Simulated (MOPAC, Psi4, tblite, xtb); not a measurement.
Dimer C6H6 ··· H3ClSi (SMILES c1ccccc1 and [SiH3]Cl) at R = 3.52 Å between the centres of mass, closest contact 3.20 Å (lowest of the rigid-body minima from ten starts at GFN2-xTB). Geometry in Å and degrees:

```
C
H 1 1.0825
C 1 1.3905 2 119.99
H 3 1.0825 1 120.01 2 0.00
C 3 1.3905 4 120.01 1 179.99
H 5 1.0825 3 120.00 4 0.01
C 5 1.3905 6 120.00 3 -179.99
H 7 1.0825 5 120.00 6 0.00
C 7 1.3905 8 120.00 5 180.00
H 9 1.0825 7 120.00 8 0.00
C 9 1.3905 10 120.00 7 -179.99
H 11 1.0825 9 120.00 10 -0.01
Cl 7 3.4403 8 102.36 9 89.87
Si 13 2.0663 7 110.54 8 177.25
H 14 1.4758 13 108.48 7 61.07
H 14 1.4758 15 110.44 13 118.77
H 14 1.4758 15 110.44 16 122.46
```

Levels: GFN2-xTB (tblite); SAPT0/jun-cc-pVDZ, frozen core (Psi4); PM6, restricted, heats of formation (MOPAC); PM3, restricted, heats of formation (MOPAC); GFN1-xTB (xtb).

What interaction energy does each level give?


```json
[
 {"method": "GFN2-xTB", "E_int / kcal/mol": "-3.05"},
 {"method": "GFN1-xTB", "E_int / kcal/mol": "-2.79"},
 {"method": "SAPT0/jun-cc-pVDZ", "E_int / kcal/mol": "-1.09"},
 {"method": "PM6", "E_int / kcal/mol": "-0.32"},
 {"method": "PM3", "E_int / kcal/mol": "2.97"}
]
```
